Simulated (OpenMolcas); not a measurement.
Nb4+ (d1) among equal point charges was computed by CASSCF with the d shell active (OpenMolcas, ANO-RCC-VDZP on the metal). Its lowest spin-free states, and all those of the highest spin:

| 2S+1 | Degeneracy | E (cm-1) |
| --- | --- | --- |
| 2 | 3 | 0.0 |
| 2 | 2 | 17270 |

Task: Is the site octahedral, tetrahedral or cube-like, axial, or of lower symmetry?

Result: The states with 2S+1 = 2 have orbital degeneracies 3, 2. Threefold states need a cubic site. For d1 at this spin an octahedron puts the threefold T2 below the twofold E and a tetrahedron or cube puts the twofold E below the threefold T2, so the site is octahedral. The first gap at this spin, 17300 cm-1, is |10Dq| in ligand-field theory. The run had Nb4+ among 6 point charges of -1.5 e arranged as an octahedron (Oh), 1.82 Å from the ion.

An orbital triplet at a regular site is open to Jahn-Teller coupling, which can distort the site and quench the lowest spin-orbit gaps and is left out. This is an electrostatic model: the charges have no orbitals. No measured value stands beside these numbers.
